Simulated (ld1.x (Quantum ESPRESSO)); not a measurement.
# Configuration tests for Fe (Z = 26) (RRKJ)

Fe, norm-conserving RRKJ (Kleinman–Bylander form), made with ld1.x (Quantum ESPRESSO) 7.5 (PBEsol, scalar-relativistic). Core [Ne], reference 3s2 3p6 3d7 4s1 4p0. Waves: 3s (bound): rc 0.95 bohr; 3p (bound): rc 1.00 bohr; 3d (bound): rc 1.05 bohr. Local part: the d channel. Core correction: none. rho0 = 0.005.

Occupied shells without a wave of their own: 4s. They enter only through the test configuration that unscreens the potential.

Energies are relative to the spin-unpolarised reference configuration 3s2 3p6 3d7 4s1 4p0; without spin polarisation the order of configurations can differ from experiment. The frozen-core shift is the all-electron ΔE with the core orbitals held at their reference shape minus the fully relaxed ΔE.

| valence configuration | charge | ΔE all-electron (eV) | error AE − PS (meV) | frozen-core shift (meV) |
| --- | --- | --- | --- | --- |
| 3s2 3p6 3d6 4s2 4p0 | 0 | 0.801 | +31 | -2.5 |
| 3s2 3p6 3d6 4s0 4p0 | +2 | 25.661 | -52 | -0.5 |
| 3s2 3p6 3d5 4s2 4p0 | +1 | 15.035 | +76 | -5.2 |
| 3s2 3p6 3d6 4s1 4p1 | 0 | 4.935 | -8.8 | -2.1 |
| 3s2 3p6 3d6 4s1.5 4p0 | +0.5 | 4.295 | +19 | -2.2 |

(1) What are ΔE and the potential's error for 3s2 3p6 3d6 4s1 4p0?

(2) What are ΔE and the potential's error for 3s2 3p6 3d6 4s0 4p2?

Levels in the configuration 3s2 3p6 3d6 4s1.5 4p0:

| level | all-electron (eV) | pseudo (eV) |
| --- | --- | --- |
| 3s | -97.842 | -97.838 |
| 3p | -64.007 | -64.006 |
| 3d | -11.576 | -11.560 |
| 4s | -8.710 | -8.738 |

Answers

(1) ΔE = 9.545 eV all-electron; the error (AE − PS) is +1.6 meV.

(2) ΔE = 9.290 eV all-electron; the error (AE − PS) is -58 meV.

ld1.x printed “convergence not achieved” for 6 of the counted tests; their residual had stalled under 1e-8, short of the target of 1e-14. A variational frozen-core shift is positive and of second order in the change. This column holds negative values, so the frozen-core run of ld1.x carries numerical noise or an error of first order here, and the column gives no more than the rough size of the effect.
